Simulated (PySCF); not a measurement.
Compound: C₅H₁₀BNO₂.
Cartesian coordinates in Å at the PBE0-D3(BJ)/def2-SVP level; atoms count from 1:
```
atom  x, y, z in Å
N1     2.7112   -0.7799    0.4573
C2     1.3608   -0.3887    0.2649
C3     0.1326   -1.1072    0.8539
C4    -0.4432    0.1443    0.1299
B5    -1.9463    0.5601   -0.0030
O6    -2.8324   -0.3854   -0.4345
O7    -2.2982    1.8415    0.3094
C8     0.5219   -0.2071   -1.0380
C9     0.7373    0.9313    0.7557
H10    2.8853   -1.6925    0.0410
H11    3.3446   -0.1195    0.0110
H12   -0.1308   -2.0856    0.4199
H13    0.0538   -1.1168    1.9529
H14   -3.7444   -0.0906   -0.5124
H15   -3.2304    2.0506    0.1976
H16    0.8065    0.6267   -1.7016
H17    0.2835   -1.1183   -1.6108
H18    0.7064    1.0815    1.8463
H19    1.0436    1.8515    0.2313
```

Linear response at PBE0/def2-SVPD (PySCF, frozen core in the response, non-relativistic).

Static isotropic polarisability: 85.99 au (12.74 Å³), principal values 76.1, 81.9, 100.0 au.

Question: What is the polarisability at 1064 nm and at the sodium D line?

Answer: 86.64 au at 1064 nm (+0.8 %), 88.20 au at 589.3 nm (+2.6 %). The rise at 589.3 nm is 3.36 times that at 1064 nm; a pure ω² law gives 3.26. The lowest singlet lies at 214 nm, shorter than both wavelengths.

Question: What is the isotropic C6 coefficient between two such molecules, C6 = (3/π)∫α(iω)² dω?

Answer: 3250 au (Eh·bohr⁶) by a ten-point quadrature over imaginary frequencies, which is 1940 eV·Å⁶ or 187 J·nm⁶/mol.

Question: Which effective excitation energy ω̄ makes London's formula C6 = (3/4)α²ω̄ exact here?

Answer: ω̄ = 4·C6/(3α²) = 0.586 Eh = 15.9 eV. A one-pole form α(ω) = α/(1 − ω²/ω̄²) fitted to the 1064 nm value gives 13.4 eV. London's choice of the ionisation energy (8.76 eV, ΔSCF at the same level) gives C6 = 1790 au, 45 % too low.

Question: What three-body coefficient follows from the one-pole estimate C9 = (3/4)·α·C6?

Answer: 210000 au. This is an estimate from the two numbers above, not a computed integral.

Question: What n − 1 at the D line would an ideal gas of it have at 273.15 K and 1 atm (2.6868 × 10¹⁹ cm⁻³), by n − 1 = 2π·N·α′?

Answer: 22.06 × 10⁻⁴, a formal value whether or not that pressure can be reached.

Question: How many electrons N does the Slater–Kirkwood formula C6 = (3/4)·√N·α^(3/2) need to give this C6?

Answer: N = (4·C6/3)²/α³ = 29.5; the species has 68 electrons in all.

Question: How anisotropic is the static polarisability, by Δα² = ½[(α1 − α2)² + (α2 − α3)² + (α3 − α1)²]?

Answer: Δα = 21.6 au, or 0.25 of the isotropic value.

Question: What molar refraction at the D line follows from R = (4π/3)·N_A·α′, with α′ the polarisability volume?

Answer: α′ = 13.07 Å³ gives R = 32.97 cm³/mol, for isolated, non-vibrating species.

One conformer stands for the species.
